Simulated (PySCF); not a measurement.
Cl₃Se, multiplicity 2. Atoms are numbered in the order given.

```xyz
4

Se    -0.2248    -0.2840     0.0000
Cl     0.1914    -0.6651     2.2667
Cl     0.1914    -0.6651    -2.2667
Cl     0.0668     1.8983     0.0000
```
Charge 0, spin multiplicity 2.

Geometry optimised at PBE-D3(BJ)/def2-SVP. The spin state was assumed, not searched. The isomer is the one that the SMILES or the coordinates give; other isomers of the formula were not compared.

The numbers are results of PBE-D3(BJ)/def2-SVP in PySCF, not measurements.

Frequencies are harmonic and unscaled.

Computed normal modes with their intensities:
```json
[
 {"mode": "1", "ν (cm⁻¹)": "55", "IR (km/mol)": "0.7", "moving atoms (share of kinetic energy)": "Cl 76 %, Se 24 %"},
 {"mode": "2", "ν (cm⁻¹)": "96", "IR (km/mol)": "2.3", "moving atoms (share of kinetic energy)": "Cl 54 %, Se 46 %"},
 {"mode": "3", "ν (cm⁻¹)": "135", "IR (km/mol)": "0.0", "moving atoms (share of kinetic energy)": "Cl 92 %"},
 {"mode": "4", "ν (cm⁻¹)": "285", "IR (km/mol)": "9.7", "moving atoms (share of kinetic energy)": "Cl 92 %"},
 {"mode": "5", "ν (cm⁻¹)": "299", "IR (km/mol)": "131.7", "moving atoms (share of kinetic energy)": "Cl 52 %, Se 48 %"},
 {"mode": "6", "ν (cm⁻¹)": "373", "IR (km/mol)": "32.5", "moving atoms (share of kinetic energy)": "Cl 68 %, Se 32 %"}
]
```
